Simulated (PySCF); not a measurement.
SMILES [CH3][Ge]([Cl])[CH3] (C₂H₆ClGe), doublet, B3LYP/def2-SVP optimised geometry.

```
10

C     -1.00     1.17     0.00
Ge    -0.28    -0.68     0.00
C      1.71    -0.68     0.00
Cl    -0.89    -1.58     1.92
H     -2.09     1.15     0.09
H     -0.71     1.68    -0.93
H     -0.57     1.71     0.86
H      2.06    -0.09     0.86
H      2.09    -1.71     0.09
H      2.08    -0.23    -0.93
```

Density from PySCF with unrestricted B3LYP/def2-TZVP at that geometry.

Minimum of the electron density along straight lines between bonded atoms, close to the bond critical point (lines longer than 1.1 times the sum of covalent radii, or with two minima, are not listed):

| bond | length / Å | ρ at the minimum / e bohr⁻³ | ∇²ρ there / e bohr⁻⁵ | position (fraction from the first atom) |
|---|---|---|---|---|
| C1–Ge2 | 1.984 | 0.121 | 0.06 | 0.53 |
| Ge2–C3 | 1.985 | 0.121 | 0.06 | 0.47 |
| Ge2–Cl4 | 2.213 | (withheld) | (withheld) | 0.43 |
| C1–H5 | 1.099 | 0.272 | -0.91 | 0.64 |
| C1–H6 | 1.101 | 0.270 | -0.89 | 0.64 |
| C1–H7 | 1.102 | 0.268 | -0.88 | 0.64 |
| C3–H8 | 1.102 | 0.268 | -0.88 | 0.64 |
| C3–H9 | 1.099 | 0.272 | -0.91 | 0.64 |
| C3–H10 | 1.101 | 0.270 | -0.89 | 0.64 |

**Question.** Fill in the missing entries.

**Answer.** 
- Ge2–Cl4, ρ at the minimum / e bohr⁻³: 0.093
- Ge2–Cl4, ∇²ρ there / e bohr⁻⁵: 0.14
